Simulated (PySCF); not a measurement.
**How methods differ on the excitation energy of S²⁺**

S²⁺ [Ne] 3s2 3p2 (3P) → S²⁺ [Ne] 3s1 3p2 3d1 (high-spin determinant), as a difference of total energies. Computed with PySCF 2.14 in aug-cc-pV(D+d)Z (5s4p3d, 32 functions), with the non-relativistic Hamiltonian (point nucleus). Correlated levels: valence: [Ne] frozen. The calculations carry no spin-orbit coupling.

| method | excitation energy (eV) |
| --- | --- |
| UHF | 22.604 |
| LDA | 23.288 |
| PBE | 23.106 |
| PBE0 | 23.270 |
| r2SCAN | 22.838 |
| r2SCAN0 | 23.107 |
| BHandHLYP | 24.092 |
| PW91 | 23.120 |
| wB97X-V | 23.683 |
| MP2 (valence) | 23.665 |
| SCS-MP2 (valence) | 24.041 |

Question: How much does correlation contribute at MP2 (valence)?

Answer: 23.665 − (22.604) = 1.061 eV, measured against UHF.

A first-order spin-orbit estimate (lowest level to lowest level, LS coupling) adds 0.016 eV.

The promoted electron is Rydberg-like, and one or two diffuse shells describe it only roughly, which tends to raise the upper state.

The determinant of the upper state mixes LS terms, which raises its energy above the lowest term, most at the Hartree-Fock and MP2 levels.
